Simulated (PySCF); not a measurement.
# Spin–spin coupling constants

Geometry:
| atom | x (Å) | y (Å) | z (Å) |
| --- | --- | --- | --- |
| C1 | -2.090 | -0.510 | 0.374 |
| C2 | -0.656 | -0.143 | 0.098 |
| C3 | -0.035 | 0.855 | 0.865 |
| O4 | 1.157 | 1.268 | 0.789 |
| Ga5 | 2.543 | 0.554 | -0.397 |
| O6 | 1.246 | -0.611 | -1.284 |
| C7 | 0.042 | -0.780 | -0.938 |
| H8 | -2.687 | 0.372 | 0.653 |
| H9 | -2.186 | -1.244 | 1.191 |
| H10 | -2.564 | -0.950 | -0.516 |
| H11 | -0.658 | 1.361 | 1.627 |
| H12 | 3.467 | -0.361 | 0.471 |
| H13 | 2.933 | 1.682 | -1.403 |
| H14 | -0.521 | -1.515 | -1.544 |

Indirect spin–spin couplings were computed at B3LYP/pcJ-1 (pcSseg-1 on Ga) (without the spin–dipole term) (PySCF 2.14) on a PBE0-D3(BJ)/def2-SVP structure, for the isolated molecule, without vibrational or relativistic corrections. Couplings are averaged over pairs made equivalent by symmetry, fast rotation or ring inversion, so a value needn't be that of the named pair in this geometry, while other rotamers aren't included; one pair stands for each set, and the list holds those of at least 1.5 Hz over up to four bonds, among pairs with at least one C or H atom (others weren't computed).

Isotopes: ¹³C, ¹H, ¹⁷O. Couplings to quadrupolar nuclei such as 17O and 33S are rarely resolved in practice.

```json
{"pair": "C1, C2", "bonds": "1", "J (Hz)": "53.1"}
{"pair": "C1, H8", "bonds": "1", "J (Hz)": "133.8"}
{"pair": "C2, C3", "bonds": "1", "J (Hz)": "66.8"}
{"pair": "C3, O4", "bonds": "1", "J (Hz)": "?"}
{"pair": "C3, H11", "bonds": "1", "J (Hz)": "?"}
{"pair": "C1, C3", "bonds": "2", "J (Hz)": "7.0"}
{"pair": "C2, O4", "bonds": "2", "J (Hz)": "5.1"}
{"pair": "C2, H8", "bonds": "2", "J (Hz)": "?"}
{"pair": "C2, H11", "bonds": "2", "J (Hz)": "?"}
{"pair": "O4, H11", "bonds": "2", "J (Hz)": "?"}
{"pair": "O4, H12", "bonds": "2", "J (Hz)": "-11.8"}
{"pair": "O6, H14", "bonds": "2", "J (Hz)": "-15.2"}
{"pair": "H8, H9", "bonds": "2", "J (Hz)": "?"}
{"pair": "H12, H13", "bonds": "2", "J (Hz)": "61.3"}
{"pair": "C1, H11", "bonds": "3", "J (Hz)": "3.0"}
{"pair": "C3, O6", "bonds": "3", "J (Hz)": "?"}
{"pair": "C3, H8", "bonds": "3", "J (Hz)": "6.1"}
{"pair": "C3, H14", "bonds": "3", "J (Hz)": "6.2"}
{"pair": "C7, H8", "bonds": "3", "J (Hz)": "6.0"}
{"pair": "C7, H11", "bonds": "3", "J (Hz)": "6.3"}
{"pair": "H11, H14", "bonds": "4", "J (Hz)": "4.1"}
```

Estimate the withheld couplings, with signs.

Results:


- ¹J(C3,O4) = 29.3 Hz (bond length 1.263 Å)
- ¹J(C3,H11) = 180.0 Hz (bond length 1.107 Å, sp2 carbon)
- ²J(C2,H8) = -4.6 Hz
- ²J(C2,H11) = 13.6 Hz (angle at C3 117°)
- ²J(O4,H11) = -15.1 Hz (angle at C3 115°)
- ²J(H8,H9) = -15.5 Hz
- ³J(C3,O6) = -2.2 Hz

Relativistic effects of the heavier atoms present are left out.
